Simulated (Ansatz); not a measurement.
C$_{4}$H$_{12}$O$_{2}$Si (SMILES CC[Si](O)(O)CC), singlet, at a GFN2-xTB geometry; SC-NEVPT2/STO-3G, CASSCF(4,4) in Ansatz (a program for electronic structure).

Ansatz was given this input:
Ansatz 0.2 input:
```yaml
crystal:
  periodic: [false, false, false]
  atoms:
    - {symbol: C, position_ang: [2.80444567, -0.42233394, -0.35845142]}
    - {symbol: C, position_ang: [1.43052374, -1.00941227, -0.66753097]}
    - {symbol: Si, position_ang: [0.00740983, 0.03979519, 0.03032764]}
    - {symbol: O, position_ang: [0.05571779, 1.59697028, -0.47599045]}
    - {symbol: O, position_ang: [0.23118903, -0.05611015, 1.65026929]}
    - {symbol: C, position_ang: [-1.71908453, -0.54033063, -0.51351737]}
    - {symbol: C, position_ang: [-2.84440020, 0.20775437, 0.19492182]}
    - {symbol: H, position_ang: [2.91866647, 0.55622976, -0.82099498]}
    - {symbol: H, position_ang: [3.59639864, -1.06791130, -0.73463020]}
    - {symbol: H, position_ang: [2.93247196, -0.31156837, 0.71501947]}
    - {symbol: H, position_ang: [1.38152696, -2.01613159, -0.25584764]}
    - {symbol: H, position_ang: [1.32299010, -1.11008831, -1.74782017]}
    - {symbol: H, position_ang: [0.84769553, 2.11679727, -0.36280486]}
    - {symbol: H, position_ang: [-0.38707868, 0.35698894, 2.24806022]}
    - {symbol: H, position_ang: [-1.83193763, -0.40284137, -1.58763493]}
    - {symbol: H, position_ang: [-1.82915904, -1.60833964, -0.32387497]}
    - {symbol: H, position_ang: [-2.75281071, 1.27645603, 0.02031474]}
    - {symbol: H, position_ang: [-2.80939709, 0.03061178, 1.26822286]}
    - {symbol: H, position_ang: [-3.81726682, -0.11828205, -0.16935955]}
basis:
  gaussian:
    orbitals: STO-3G
magnetization: {spin_polarized: false}
correlation: {method: sc_nevpt2, electrons: all, active_space: {window: {electrons: 4, orbitals: 4}}}
```

The log (banner, timings and long lists left out):

```
Functional definition: HF
699 factors; integrals over basis functions are off by at most 3.0e-5 eV
mean field evaluation 1: about -16050.8346 eV, gradient 2.9e1 eV
mean field evaluation 2: about -16051.1382 eV, gradient 2.9e1 eV
mean field evaluation 4: about -16054.0495 eV, gradient 1.4e0 eV
mean field evaluation 8: about -16054.0574 eV, gradient 1.1e-5 eV
mean field -16054.05737003 eV, -589.9757265176 hartree, gradient 9.1e-7 eV, S^2 0.000000; 0 other end points of the search recorded, 0 dependent functions left out
reference -16054.05737003 eV, -589.9757265176 hartree; 33, 33 occupied and 18, 18 virtual orbitals, 699 factors
state -16054.75646234 eV, -590.0014176862 hartree
state -16054.75646234 eV, -590.0014176862 hartree; corrected -16062.64242735 eV, -590.2912215552 hartree
state -16054.73472707 eV, -590.0006189298 hartree
state -16054.73472707 eV, -590.0006189298 hartree; corrected -16062.62789523 eV, -590.2906875096 hartree
state -16054.75646234 eV, -590.0014176862 hartree; corrected -16062.64242735 eV, -590.2912215552 hartree
the orbitals are reached from a further start. From the first start the search ends at -16054.73469957 eV, -590.0006179193 hartree
Total energy: -16062.64242735 eV, -590.2912215552 hartree
```
